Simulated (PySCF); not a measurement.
## Cl⁺ (chlorine, charge +1): UHF calculation

Configuration: [Ne] 3s2 3p4, high-spin 3P determinant. Calculation: PySCF 2.14, in x2c-TZVPPall; scalar relativity by spin-free X2C-1e.

| Item | Value |
| --- | --- |
| Total energy | -460.455676 hartree |
| One-electron energy | -629.1875 hartree |
| Hartree (Coulomb) energy | 196.1284 hartree |
| Exchange energy | -27.3966 hartree |
| ⟨S²⟩ | 2.0106 |
| ⟨L²⟩ | 2.037 |
| Sum of ⟨r⟩ | 13.34 bohr |
| Sum of ⟨r²⟩ | 20.74 bohr² |
| Traceless quadrupole moment −½Σ⟨3z² − r²⟩ along its main axis | -1.45 e·bohr² |
| Langevin diamagnetic susceptibility | -16.4 ×10⁻⁶ cm³/mol |

```csv
shell,electrons,mean orbital energy (hartree),spread (hartree),"rms radius, mean of both spins (bohr)"
1s α,1,-105.74625,0,0.105
1s β,1,-105.71897,0,0.105
2s α,1,-11.15458,0,0.478
2s β,1,-11.12962,0,0.478
2p α,3,-8.56302,0.02729,0.451
2p β,3,-8.51661,0.02221,0.451
3s α,1,-1.60823,0,1.62
3s β,1,-1.35303,0,1.62
3p α,3,-0.96848,0.08321,1.86
3p β,1,-0.86881,0,1.86
```

Densities and radii are taken from the X2C orbitals without a picture-change correction, which distorts them close to the nucleus.

Spin-orbit constants ζ (cm⁻¹) from the X2C one-electron operator on these orbitals: bare nucleus, nucleus screened by l(l+1)(2l+1)/3 electrons, and screened by the Breit-Pauli mean field of the electrons.

```tsv
shell	bare	screened nucleus	mean field
2p	9992	8816	8280
3p	804.1	709.5	659.6
```

To first order the Landé constant is A = -329.8 cm⁻¹, so the lowest level has J = 2 and lies 0.0409 eV below the centre of the term. This holds in LS coupling only.
